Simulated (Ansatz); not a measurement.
Ga4As5H16⁺, a cluster cut from zinc blende GaAs (hydrogen-capped), 25 atoms. Hardware: 4 threads of Arm Neoverse V1 on a shared host.

The 6-31G sets use Cartesian d functions.

**Question.** How many basis functions does each of these Ansatz runs have, and roughly what does it cost? B3LYP-D4/6-31G, charge 1 singlet, energy; PBE-D4/def2-SVP, charge 2 doublet at the geometry of the charge 1 singlet, energy; PBE-D4/def2-SVP, charge 0 doublet at the geometry of the charge 1 singlet, energy; HF/STO-3G, charge 1 singlet, energy; HF/6-31G, charge 1 singlet, energy; PBE-D4/def2-SVP, charge 1 triplet at the geometry of the charge 1 singlet, energy; r2SCAN-D4/def2-SVP, charge 1 singlet, relaxation, 16 steps; PBE-D4/def2-SVP, charge 1 singlet, energy and forces, from earlier orbitals; r2SCAN-D4/def2-SVP, charge 1 singlet, energy, from earlier orbitals.

**Answer.** Other jobs shared the machine, so times can vary by a factor of up to 3.

```
                                                                              run  functions  fitting or Cholesky vectors  wall time  peak host memory (GiB)
                                              HF/STO-3G, charge 1 singlet, energy        178                         1877       11 s                     1.3
      PBE-D4/def2-SVP, charge 1 singlet, energy and forces, from earlier orbitals        368                         4163       22 s                     1.4
                                               HF/6-31G, charge 1 singlet, energy        293                         2762       25 s                     1.9
                                         B3LYP-D4/6-31G, charge 1 singlet, energy        293                         2762       30 s                       2
              r2SCAN-D4/def2-SVP, charge 1 singlet, energy, from earlier orbitals        368                         4163       37 s                     1.5
PBE-D4/def2-SVP, charge 2 doublet at the geometry of the charge 1 singlet, energy        368                         4163       49 s                     1.6
PBE-D4/def2-SVP, charge 0 doublet at the geometry of the charge 1 singlet, energy        368                         4163    1.8 min                     3.3
PBE-D4/def2-SVP, charge 1 triplet at the geometry of the charge 1 singlet, energy        368                         4163    2.4 min                     3.3
                       r2SCAN-D4/def2-SVP, charge 1 singlet, relaxation, 16 steps        368                         4163    6.2 min                     1.4
```
